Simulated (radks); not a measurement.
Effect of the nuclear size on the neon ion Ne3+, [He] 2s2 2p3. Method: Dirac Kohn-Sham, relativistic LDA (MacDonald-Vosko exchange, VWN5 correlation), spin-unpolarised, spherical densities, finite nucleus; open shells fill j = l - 1/2 first; Fermi nuclear charge, rms radius 3.0055 fm; computed with a radial shooting solver on a logarithmic mesh with Libxc functionals. The rms radius is varied about that value; shifts are against it.

rms radius (fm)	total energy shift (eV)	density at nucleus (e/bohr^3)	1s1/2 shift (meV)
2.6148	-0.000290	648.9	-0.116
2.8582	-0.000114	648.5	-0.046
3.0055	0	648.2	0.000
3.1287	0.0000996	648.1	0.040
3.6847	0.000598	647.3	0.240

Slopes of the eigenvalues against <r^2> in GHz/fm^2, as finite differences over the two radii next to the reference (eigenvalue slopes, not the field-shift constants of lines): 1s1/2 12.8.
